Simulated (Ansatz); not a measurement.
CH$_{5}$O$_{2}$Sn (`C[O][SnH][OH]`) radical. Total charge 0; spin multiplicity 2. Correlated methods include outer-core shells of Sn, which these sets cover unevenly. Sn: def2 effective core potential.

```
atom   x (Å)   y (Å)   z (Å)
  C1   0.533   1.396  -0.263
  O2  -0.260   0.491  -0.991
 Sn3  -1.208  -1.001  -0.137
  O4   0.163  -1.589   1.165
  H5   1.075   0.917   0.559
  H6   1.267   1.830  -0.950
  H7  -0.069   2.217   0.146
  H8  -1.323  -2.163  -1.434
  H9  -0.178  -2.099   1.904
```

**Question.** Give the diagnostics of a CCSD(T)/def2-TZVPP run (frozen core, Ansatz 0.2.0). (Estimate.)

**Answer.** Computed: T1 = 0.0185, largest single amplitude 0.057, largest double 0.015, (T) share of the correlation energy 3.4 %, 13 CCSD cycles. ⟨S²⟩ of the UHF reference is 0.764 against 0.75 for a pure state. T1 lies under the customary mark of 0.045 for open shells.
